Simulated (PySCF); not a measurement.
**A single-point calculation**

Pb(SH)3 (doublet). PySCF 2.14.0, UKS PBE0, Pb def2-SVP with ECP60, S def2-SVP, H def2-SVP; non-relativistic Hamiltonian with scalar-relativistic core potentials where named; density fitting; no spin-orbit coupling. Purpose: one electron added, vertical, doublet.

```python
mol = gto.M(atom='''
Pb     0.00000     0.00000     0.48779
S      2.38651     0.52627     0.48604
H      2.75059    -0.78108     0.48700
S     -1.64902     1.80364     0.48604
H     -0.69886     2.77262     0.48700
S     -0.73749    -2.32991     0.48604
H     -2.05173    -1.99154     0.48700''',
    basis={'Pb': 'def2-SVP', 'S': 'def2-SVP', 'H': 'def2-SVP'},
    ecp={'Pb': 'def2-SVP'},
    charge=0, spin=1)
mf = dft.UKS(mol, xc='PBE0')
mf.grids.atom_grid = (50, 194)
mf = mf.density_fit()  # fitting sets: Pb def2-universal-JKFIT, S def2-universal-JKFIT, H def2-universal-JKFIT
mf.conv_tol = 1e-08; mf.max_cycle = 55
mf.kernel(dm0)  # dm0: converged density of the relaxed state
```

Run from Python with OMP_NUM_THREADS=2; the lines above give its settings. Where DIIS fails, smearing, a level shift and second-order steps follow.
It took 2.7 s on 2 threads of Arm Neoverse V1, with other jobs on the host, from an already converged density.

(1) Where do the frontier levels lie, over both spins?

(2) What does the SCF print?

(3) What are the Mulliken charges and spins?

(4) How does its energy compare with the relaxed singlet of charge +1 in vacuum?

Open shells may have lower solutions than the one found.

## Answers

(1) HOMO -5.06 eV, LUMO -2.94 eV. 

(2) 
```
init E= -1388.22758487513
cycle= 1 E= -1388.45713093917  delta_E= -0.23  |g|= 0.151  |ddm|= 1.65
cycle= 2 E= -1388.4668444535  delta_E= -0.00971  |g|= 0.115  |ddm|= 0.56
cycle= 3 E= -1388.47464875105  delta_E= -0.0078  |g|= 0.0173  |ddm|= 0.221
cycle= 4 E= -1388.47480213505  delta_E= -0.000153  |g|= 0.01  |ddm|= 0.0382
...
cycle= 8 E= -1388.47488570839  delta_E= -1.96e-08  |g|= 3.81e-05  |ddm|= 0.000362
cycle= 9 E= -1388.47488571019  delta_E= -1.8e-09  |g|= 1.39e-05  |ddm|= 8.69e-05
Extra cycle  E= -1388.47488571033  delta_E= -1.41e-10  |g|= 1.58e-05  |ddm|= 5.34e-05
converged SCF energy = -1388.47488571033  <S^2> = 0.75823085  2S+1 = 2.008214
```

(3) 
```json
{"atom": "Pb1", "charge (e)": "0.561", "spin (e)": "0.142"}
{"atom": "S2", "charge (e)": "-0.291", "spin (e)": "0.295"}
{"atom": "H3", "charge (e)": "0.104", "spin (e)": "-0.009"}
{"atom": "S4", "charge (e)": "-0.291", "spin (e)": "0.295"}
{"atom": "H5", "charge (e)": "0.104", "spin (e)": "-0.009"}
{"atom": "S6", "charge (e)": "-0.291", "spin (e)": "0.295"}
{"atom": "H7", "charge (e)": "0.104", "spin (e)": "-0.009"}
```

(4) It lies 6.908 eV lower.
